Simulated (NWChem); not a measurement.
Everything below was run with NWChem. System: ClGa, charge 0, spin multiplicity 1, displaced from the optimised geometry. The structure started from a generated list of species.

Input file:

```
start mol
memory heap 200 mb stack 900 mb global 1100 mb
geometry units angstroms nocenter noautoz noautosym
  Ga     0.000000     0.000000    -0.790946
  Cl     0.000000     0.000000     4.792202
end
basis spherical
  * library def2-svp
end
dft
  xc b3lyp
  semidirect memsize 60000000 filesize 0
  iterations 100
end
task dft energy
```

The output up to the point where the run's verdict is printed (cleaned and shortened):

```
             Northwest Computational Chemistry Package (NWChem) 7.3.0
             --------------------------------------------------------

                                NWChem Input Module
                                -------------------

 Scaling coordinates for geometry "geometry" by  1.889725989
 (inverse scale =  0.529177249)

                             Geometry "geometry" -> ""
                             -------------------------

 Output coordinates in angstroms (scale by  1.889725989 to convert to a.u.)

  No.       Tag          Charge          X              Y              Z
 ---- ---------------- ---------- -------------- -------------- --------------
    1 Ga                  31.0000     0.00000000     0.00000000    -0.79094600
    2 Cl                  17.0000     0.00000000     0.00000000     4.79220200

 Effective nuclear repulsion energy (a.u.)      49.9496718022

            Nuclear Dipole moment (a.u.)
            ----------------------------
        X                 Y               Z
 ---------------- ---------------- ----------------
     0.0000000000     0.0000000000   107.6163196881


 Summary of "ao basis" -> "" (spherical)
 ------------------------------------------------------------------------------
       Tag                 Description            Shells   Functions and Types
 ---------------- ------------------------------  ------  ---------------------
 *                          def2-svp                  on all atoms

                                 NWChem DFT Module
                                 -----------------

 Summary of "ao basis" -> "ao basis" (spherical)
 ------------------------------------------------------------------------------
       Tag                 Description            Shells   Functions and Types
 ---------------- ------------------------------  ------  ---------------------
 Ga                         def2-svp                12       32   5s4p3d
 Cl                         def2-svp                 8       18   4s3p1d

 Summary of "ao basis" -> "ao basis" (spherical)
 ------------------------------------------------------------------------------
[...]
 d= 0,ls=0.5,diis    52  -2384.6292287831 -8.41D-04  2.55D-04  1.14D-02     3.6
 d= 0,ls=0.5,diis    53  -2384.6298701687 -6.41D-04  1.75D-04  9.60D-03     3.7
 d= 0,ls=0.5,diis    54  -2384.6301132015 -2.43D-04  2.18D-04  9.15D-03     3.8
 d= 0,ls=0.5,diis    55  -2384.6306444411 -5.31D-04  1.73D-04  7.43D-03     3.8
 d= 0,ls=0.5,diis    56  -2384.6309988612 -3.54D-04  1.59D-04  6.40D-03     3.9
 d= 0,ls=0.5,diis    57  -2384.6312992480 -3.00D-04  1.48D-04  5.51D-03     3.9
 d= 0,ls=0.5,diis    58  -2384.6315557745 -2.57D-04  2.00D-04  4.77D-03     4.0
 d= 0,ls=0.5,diis    59  -2384.6318967949 -3.41D-04  2.05D-04  3.69D-03     4.1
 d= 0,ls=0.5,diis    60  -2384.6322111731 -3.14D-04  1.40D-04  2.75D-03     4.1
 d= 0,ls=0.5,diis    61  -2384.6323717321 -1.61D-04  1.28D-04  2.36D-03     4.2
 d= 0,ls=0.5,diis    62  -2384.6325142744 -1.43D-04  1.20D-04  1.98D-03     4.2
 d= 0,ls=0.5,diis    63  -2384.6326362755 -1.22D-04  1.07D-04  1.65D-03     4.3
 d= 0,ls=0.5,diis    64  -2384.6327294172 -9.31D-05  1.01D-04  1.41D-03     4.3
 d= 0,ls=0.5,diis    65  -2384.6328110310 -8.16D-05  9.65D-05  1.19D-03     4.4
 d= 0,ls=0.5,diis    66  -2384.6328809723 -6.99D-05  9.05D-05  1.01D-03     4.5
 d= 0,ls=0.5,diis    67  -2384.6329394089 -5.84D-05  8.65D-05  8.57D-04     4.5
 d= 0,ls=0.5,diis    68  -2384.6329886588 -4.92D-05  8.37D-05  7.30D-04     4.6
 d= 0,ls=0.5,diis    69  -2384.6330336161 -4.50D-05  7.80D-05  6.13D-04     4.6
 d= 0,ls=0.5,diis    70  -2384.6330702712 -3.67D-05  7.37D-05  5.21D-04     4.7
 d= 0,ls=0.5,diis    71  -2384.6331015139 -3.12D-05  7.00D-05  4.43D-04     4.8
 d= 0,ls=0.5,diis    72  -2384.6331290615 -2.75D-05  6.65D-05  3.74D-04     4.8
 d= 0,ls=0.5,diis    73  -2384.6331529485 -2.39D-05  6.33D-05  3.15D-04     4.9
 d= 0,ls=0.5,diis    74  -2384.6331735651 -2.06D-05  6.01D-05  2.65D-04     4.9
 d= 0,ls=0.5,diis    75  -2384.6331914070 -1.78D-05  5.76D-05  2.22D-04     5.0
 d= 0,ls=0.5,diis    76  -2384.6332069544 -1.55D-05  5.47D-05  1.85D-04     5.1
 d= 0,ls=0.5,diis    77  -2384.6332204731 -1.35D-05  5.18D-05  1.53D-04     5.1
 d= 0,ls=0.5,diis    78  -2384.6332321572 -1.17D-05  4.91D-05  1.26D-04     5.2
 d= 0,ls=0.5,diis    79  -2384.6332422815 -1.01D-05  4.75D-05  1.03D-04     5.2
 d= 0,ls=0.5,diis    80  -2384.6332509484 -8.67D-06  4.50D-05  8.43D-05     5.3
 d= 0,ls=0.5,diis    81  -2384.6332580824 -7.13D-06  4.22D-05  6.94D-05     5.4
 d= 0,ls=0.5,diis    82  -2384.6332644297 -6.35D-06  3.98D-05  5.60D-05     5.4
 d= 0,ls=0.5,diis    83  -2384.6332698820 -5.45D-06  3.75D-05  4.48D-05     5.5
 d= 0,ls=0.5,diis    84  -2384.6332745729 -4.69D-06  3.95D-05  3.54D-05     5.5
 d= 0,ls=0.5,diis    85  -2384.6332786217 -4.05D-06  3.70D-05  2.82D-05     5.6
 d= 0,ls=0.5,diis    86  -2384.6332820670 -3.45D-06  3.43D-05  2.22D-05     5.7
 d= 0,ls=0.5,diis    87  -2384.6332851110 -3.04D-06  3.43D-05  1.68D-05     5.7
 d= 0,ls=0.5,diis    88  -2384.6332871360 -2.02D-06  3.36D-05  1.48D-05     5.8
 d= 0,ls=0.5,diis    89  -2384.6332888052 -1.67D-06  3.20D-05  1.38D-05     5.8
 d= 0,ls=0.5,diis    90  -2384.6332902973 -1.49D-06  3.78D-05  1.27D-05     5.9
 d= 0,ls=0.5,diis    91  -2384.6332916691 -1.37D-06  5.03D-05  1.23D-05     6.0
 d= 0,ls=0.5,diis    92  -2384.6332935947 -1.93D-06  4.97D-05  1.11D-05     6.0
 d= 0,ls=0.5,diis    93  -2384.6332953894 -1.79D-06  5.11D-05  1.02D-05     6.1
 d= 0,ls=0.5,diis    94  -2384.6332970791 -1.69D-06  5.21D-05  9.59D-06     6.1
 d= 0,ls=0.5,diis    95  -2384.6332987393 -1.66D-06  5.47D-05  9.05D-06     6.2
 d= 0,ls=0.5,diis    96  -2384.6333004321 -1.69D-06  6.20D-05  8.51D-06     6.3
 d= 0,ls=0.5,diis    97  -2384.6333021945 -1.76D-06  5.71D-05  8.12D-06     6.3
 d= 0,ls=0.5,diis    98  -2384.6333037950 -1.60D-06  7.31D-05  7.68D-06     6.4
 d= 0,ls=0.5,diis    99  -2384.6333058223 -2.03D-06  7.28D-05  7.11D-06     6.4
 d= 0,ls=0.5,diis   100  -2384.6333080400 -2.22D-06  6.58D-05  5.59D-06     6.5
```

The run did not converge; its last values are not results. The next line reads: Calculation failed to converge. NWChem stopped with the message: dft energy failed.
